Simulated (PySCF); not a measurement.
Molecule: `C[NH2+][BH2-]C#N`, C₂H₇BN₂.

Atom-mapped SMILES (the numbers label the heavy atoms): `[CH3:1][NH2+:2][BH2-:3][C:4]#[N:5]`. Each H is labelled by its parent atom.

Geometry PBE0-D3(BJ)/def2-SVP throughout; GIAO in PySCF, gas phase, one conformer, non-relativistic; equivalent atoms averaged; functional PBE0.

For orientation, STO-3G gives these shifts δ (against TMS, NH3, BF3·OEt2 at the same level): C4 109.0, C1 39.7, N5 250.7, N2 9.8, B3 -13.2, H(C1) 2.64, H(N2) 2.49, H(B3) 1.54 ppm.

A run gave: C4 125.0, C1 31.9, N5 313.6, N2 44.9, B3 -21.7, H(C1) 2.63, H(N2) 2.44, H(B3) 2.19 ppm (shifts δ (against TMS, NH3, BF3·OEt2 at the same level)).

Q: Which basis set was used in that run?
A. pcSseg-1
B. pcSseg-0
C. cc-pVDZ
D. def2-TZVP
E. 6-31G

A: C. C4 tells them apart best: cc-pVDZ gives 125.0, pcSseg-0 gives 146.3, 6-31G gives 129.9, pcSseg-1 gives 135.2, def2-TZVP gives 135.3 ppm.
